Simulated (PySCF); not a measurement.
# Structure revision by computed shifts

A compound C$_{4}$H$_{9}$BN$_{2}$ gives the data below (simulated from a calculation) and was assigned the structure `C=C[C@@H]1CNBN1`.

¹³C{¹H} NMR (computed): δ 144.6 (CH), 141.3 (CH2), 47.7 (CH2, 2C).

¹H NMR (400 MHz, computed): δ 6.17 (m, 1H), 5.92 (m, 1H), 5.92 (m, 1H), 3.26 (s, 4H), 2.04 (br s, 2H).

Calculated, not measured (PySCF 2.14.0 with density-fitted response routines): spin–spin couplings from B3LYP/pcJ-1 (spin–dipole term only in couplings to heteroatoms), CAM-B3LYP/pcSseg-1 with gauge-including orbitals, geometry: PBE0-D3(BJ)/def2-SVP. A single conformation, in vacuum, rapidly exchanging positions averaged, relativity neglected.

Referencing at the same level of theory: ¹H, ¹³C against TMS.

(1) Compare with the shifts computed for the proposed structure, pairing carbons in order of shift.

(2) Which isomer fits?

## Answers

(1) Mapped SMILES: `[CH2:1]=[CH:2][C@@H:3]1[CH2:4][NH:5][BH:6][NH:7]1`. Hydrogens are named by the atom that carries them.

| atom | computed for proposal | given list | difference |
| --- | --- | --- | --- |
| C2 | 157.3 | 144.6 | +12.7 |
| C1 | 122.2 | 141.3 | -19.1 |
| C3 | 63.2 | 47.7 | +15.5 |
| C4 | 53.5 | 47.7 | +5.8 |

The rms difference is 14.2 ppm and the largest -19.1 ppm at C1 (terminal =CH2 carbon). The proposal also would give 4 carbon signals, not 3. The carbon types in order of shift don't match either: CH, CH2, CH, CH2 for the proposal against CH, CH2, CH2, CH2 in the data. The proposal doesn't fit.

(2) `C=CB1NCCN1`.

- δC 144.6: alkene CH; the olefinic region.
- δC 141.3: terminal =CH2 carbon; as expected for a trigonal carbon in a double bond.
- δH 5.92, 5.92: hydrogen on a terminal =CH2 carbon; olefinic region.
- δH 3.26: hydrogen on an sp3 CH2 bonded to N; its carbon carries N, an electronegative neighbour.

Other isomers checked: C=CN1BNCC1 (rms 26.1 ppm).

This is the structure that produced the data.

The OH or NH signal is concentration- and solvent-dependent in practice; the value given is the gas-phase one. A carbon bonded to boron is broadened by the quadrupolar boron nucleus and is often missing from a measured spectrum. Multiplet labels drop couplings under 1 Hz and merge nearly equal ones. Unscaled 3J(H,H) at this level run about 10 % above measured values. Shifts are as computed, not scaled to solution data. Of 1211 compounds with measured shifts, 218 miss one by over three times the rms of a fit or turn the order of signals round; such compounds aren't used in these exercises. Couplings to exchangeable protons are dropped.
